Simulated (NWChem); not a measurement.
System: C3H6O; SMILES C=COC

NWChem input:

```
start job
memory heap 200 mb stack 900 mb global 1100 mb
geometry units angstroms noautoz
  C     -0.103457     1.874094     0.003960
  C      0.336734     0.614628    -0.004442
  O     -0.486966    -0.450421    -0.005548
  C      0.126389    -1.710015    -0.000737
  H     -1.172404     2.097358     0.011771
  H      0.610960     2.697072     0.002389
  H      1.411224     0.382638    -0.012302
  H     -0.673058    -2.462433    -0.002816
  H      0.748369    -1.862232     0.900002
  H      0.755876    -1.865274    -0.895790
end
basis spherical
  * library def2-svp
end
dft
  xc b3lyp
  iterations 150
end
tddft
  cis
  nroots 8
end
task tddft energy
```

Output (shortened):

```
             Northwest Computational Chemistry Package (NWChem) 7.3.0
             --------------------------------------------------------

 C1  symmetry detected

                             Geometry "geometry" -> ""
                             -------------------------

 Output coordinates in angstroms (scale by  1.889725989 to convert to a.u.)

  No.       Tag          Charge          X              Y              Z
 ---- ---------------- ---------- -------------- -------------- --------------
    1 C                    6.0000    -0.09560382     1.87266997     0.00286695
    2 C                    6.0000     0.34050311     0.61177045    -0.00317084
    3 O                    8.0000    -0.48665242    -0.45059713    -0.00424173
    4 C                    6.0000     0.12259531    -1.71217000     0.00321802
    5 H                    1.0000    -1.16383063     2.09941600     0.00863141
    6 H                    1.0000     0.62148677     2.69331960     0.00139682
    7 H                    1.0000     1.41424460     0.37628039    -0.00896382
    8 H                    1.0000    -0.67928933    -2.46198857     0.00080656
    9 H                    1.0000     0.74260078    -1.86522839     0.90517491
   10 H                    1.0000     0.75303953    -1.87064450    -0.89059685

 Effective nuclear repulsion energy (a.u.)     119.7524255392

                                 NWChem DFT Module
                                 -----------------

 Summary of "ao basis" -> "ao basis" (spherical)
 ------------------------------------------------------------------------------
       Tag                 Description            Shells   Functions and Types
 ---------------- ------------------------------  ------  ---------------------
 C                          def2-svp                 6       14   3s2p1d
 O                          def2-svp                 6       14   3s2p1d
 H                          def2-svp                 3        5   2s1p

[...]

                                NWChem TDDFT Module
                                -------------------

            General Information
            -------------------
           No. of orbitals :     172
            Alpha orbitals :      86
             Beta orbitals :      86
        Alpha frozen cores :       0
         Beta frozen cores :       0
     Alpha frozen virtuals :       0
      Beta frozen virtuals :       0
         Spin multiplicity :       1
    Number of AO functions :      86
        Use of symmetry is : off
      Symmetry adaption is : off
         Schwarz screening :  0.10D-07

              XC Information
              --------------
                  B3LYP Method XC Potential
              Hartree-Fock (Exact) Exchange   0.20
                 Slater Exchange Functional   0.80 local
             Becke 1988 Exchange Functional   0.72 non-local
       Lee-Yang-Parr Correlation Functional   0.81
           VWN I RPA Correlation Functional   0.19 local

             TDDFT Information
             -----------------
          Calculation type : Tamm-Dancoff TDDFT
         Wavefunction type : Restricted singlets & triplets
          No. of electrons :      32
           Alpha electrons :      16
            Beta electrons :      16
              No. of roots :       8
          Max subspacesize :    5600
            Max iterations :     100
               Target root :       1
           Target symmetry : none
      Symmetry restriction : off
                 Algorithm : Optimal
        Davidson threshold :  0.10D-03

    8 smallest eigenvalue differences (eV)
--------------------------------------------------------
  No. Spin  Occ  Vir  Irrep   E(Occ)    E(Vir)   E(Diff)
--------------------------------------------------------
    1    1   16   17 a        -0.225     0.026     6.839
    2    1   16   18 a        -0.225     0.063     7.841
    3    1   16   19 a        -0.225     0.090     8.576
    4    1   16   20 a        -0.225     0.116     9.278
    5    1   16   21 a        -0.225     0.122     9.439
    6    1   15   17 a        -0.333     0.026     9.786
    7    1   16   22 a        -0.225     0.136     9.830
    8    1   16   23 a        -0.225     0.137     9.854
--------------------------------------------------------

  Entering Davidson iterations
  Restricted singlet excited states

  Iter   NTrls   NConv    DeltaV     DeltaE      Time
  ----  ------  ------  ---------  ---------  ---------
    1      8       0     0.22E+00   0.10+100        4.5
    2     16       0     0.11E+00   0.29E-01        4.5
    3     24       0     0.14E-01   0.11E-01        4.5
    4     32       1     0.47E-02   0.41E-03        4.5
    5     39       6     0.13E-02   0.37E-04        4.2
    6     41       7     0.45E-03   0.47E-05        2.1
    7     42       8     0.10E-03   0.30E-06        1.7
  ----  ------  ------  ---------  ---------  ---------
  Convergence criterion met

  Ground state a        -192.970170152684 a.u.

  ----------------------------------------------------------------------------
  Root   1 singlet a              0.250734714 a.u.                6.8228 eV
  ----------------------------------------------------------------------------
     Transition Moments    X -0.00362   Y  0.00225   Z  0.29927
     Dipole Oscillator Strength                    0.0149744554
     Electric Quadrupole                           0.0000000847
     Magnetic Dipole                               0.0000001992
     Total Oscillator Strength                     0.0149747393

[...]
```

Level: B3LYP/def2-SVP, TDA. Coordinates come from a PBE0/def2-SVP optimisation. B3LYP is NWChem's, with the RPA form of VWN correlation.
